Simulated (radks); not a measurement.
All-electron atom: the samarium ion Sm46+ in [Ne] 3s2 3p4. Method: non-relativistic Kohn-Sham, LDA (Slater exchange, Perdew-Wang correlation), spin-unpolarised, spherical densities, point nucleus; relativity is left out, which matters for an element this heavy; computed with a radial shooting solver on a logarithmic mesh with Libxc functionals.

Unscreened Slater integrals over Kohn-Sham orbitals (cm^-1).

integral     value
F0(3p,3p)   844440
F2(3p,3p)   425320
F0(3p,3s)   819130
G1(3p,3s)   521330
F0(3p,2p)  1112900
F2(3p,2p)   289010
G0(3p,2p)   113020
G2(3p,2p)   125980
F0(3p,2s)  1073300
G1(3p,2s)    92289
F0(3s,3s)   798770
F0(3s,2p)  1046600
G1(3s,2p)   109110
F0(3s,2s)  1019400
G0(3s,2s)    86323
F0(2p,2p)  2284000
F2(2p,2p)  1095000
F0(2p,2s)  2060200
G1(2p,2s)  1147500
F0(2s,2s)  1921800

Derived for the open shells (J is the average intra-shell exchange parameter used in DFT+U). 3p: J = F2/5 = 85060 cm^-1.
